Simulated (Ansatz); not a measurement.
Cost and result up the ladder for Si5O4 (9 atoms). The state is a singlet with charge 0. Geometry: PBE-D4/def2-SVP.

```tsv
atom	x (Å)	y (Å)	z (Å)
Si1	1.7584	-0.5312	-1.3162
Si2	-1.8785	0.6032	0.9017
Si3	0.2570	-2.1918	1.2001
Si4	-0.3913	1.8377	-1.8325
Si5	0.4266	-0.0042	1.9778
O6	1.0653	0.9260	-1.7878
O7	-1.2884	1.0823	-0.6327
O8	1.1764	-0.7214	0.2999
O9	-1.1255	-1.0006	1.1896
```

Ansatz on 4 threads of Arm Neoverse V1 on a shared host. Times are rough, and most runs start from the orbitals of an earlier one. No level here is sound enough to serve as a yardstick. Binding counts from free atoms at the same level (Si triplet, O triplet; other spins of the atoms weren't run), without zero-point energy or a counterpoise term.

Correlated methods freeze 29 core orbitals. The rows differ in basis, and correlated rows in double-zeta sets carry the largest basis error. Another isomer (singlet) lies 0.72 eV lower at PBE0-D4/def2-TZVP; other spin states weren't run for this one.

Run but left out: HF/STO-3G, BHLYP-D4/def2-TZVP, PBE-QIDH/def2-TZVP (restricted singlet, unstable in another Hartree–Fock run and untested here).

Correlated methods converge slowly with the basis, most of all in double-zeta sets.

```csv
level,functions,binding energy per atom (eV),remarks
PBE0-D4/def2-TZVP,309,4.52,restricted SCF unstable in HF
PBE-D4/def2-SVP,146,4.73,restricted SCF unstable in HF
MP2/def2-TZVP,309,4.62,restricted SCF unstable
PBE0-D4/def2-SVP,146,4.46,restricted SCF unstable in HF
CCSD(T)/def2-SVP,146,4.08,"large T1 (0.022), restricted SCF unstable"
r2SCANh-D4/def2-TZVP,309,4.50,restricted SCF unstable in HF
PBE-D4/def2-TZVP (with forces),309,4.76,restricted SCF unstable in HF
r2SCAN-D4/def2-TZVP,309,4.58,restricted SCF unstable in HF
```

(1) Estimate how long each takes.

Answers

(1) PBE-D4/def2-SVP 2.5 s; PBE0-D4/def2-SVP 3.4 s; PBE-D4/def2-TZVP (with forces) 8 s; r2SCAN-D4/def2-TZVP 14 s; PBE0-D4/def2-TZVP 16 s; MP2/def2-TZVP 17 s; r2SCANh-D4/def2-TZVP 20 s; CCSD(T)/def2-SVP 30 s. On shared hardware such times vary by a factor of up to 3.
